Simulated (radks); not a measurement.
Polarisabilities and homonuclear dispersion coefficients (atomic units). Method: scalar-relativistic Kohn-Sham, LDA (Slater exchange, Perdew-Wang correlation), spin-polarised, spherical densities, finite nucleus; open shells are filled with parallel spins first (spin-orbit coupling, left out, can overturn this in heavy ions); Fermi nuclear charge, rms radius of each element as measured or else 0.836 A^(1/3) + 0.57 fm; computed with a radial shooting solver on a logarithmic mesh with Libxc functionals. Response by self-consistent Sternheimer equations with the Hartree and adiabatic LDA kernel, the relativistic mass of each level held fixed and spin-orbit coupling left out. For heavy and open-shell atoms this level of theory can miss by tens of per cent. "Uncoupled" leaves out the induced potential. Quadrupole and octupole values are given only where no p, d or f shell is open.

species          configuration  alpha1 (bohr^3)  alpha1, uncoupled  alpha2 (bohr^5)  alpha3 (bohr^7)     C6     C8  recommended alpha1
Xe                        [Xe]            28.73              47.46            228.8             3847  306.5  12740       27.32 +/- 0.2
Cs+                       [Xe]            16.22              27.29            90.94             1023  140.9   4217                   -
Ba2+                      [Xe]            10.71              18.17            47.36            399.1  78.78   1865                   -
La3+                      [Xe]            7.685              13.08            28.48            188.9  49.06  962.5                   -
Ce4+                      [Xe]            5.808              9.898            18.98            100.8  32.74  547.1                   -
Pr5+                      [Xe]            4.551              7.755            14.13            58.34  22.93  332.0                   -
Nd6+     [Kr] 4d10 4f2 5s2 5p4            3.670              6.290                -                -  15.48      -                   -
Pm7+     [Kr] 4d10 4f3 5s2 5p3            2.952              5.045                -                -  10.76      -                   -
Sm8+     [Kr] 4d10 4f4 5s2 5p2            2.398              4.093                -                -  7.545      -                   -

Recommended values: Schwerdtfeger and Nagle, table of static dipole polarisabilities (2023 update), measured or computed.
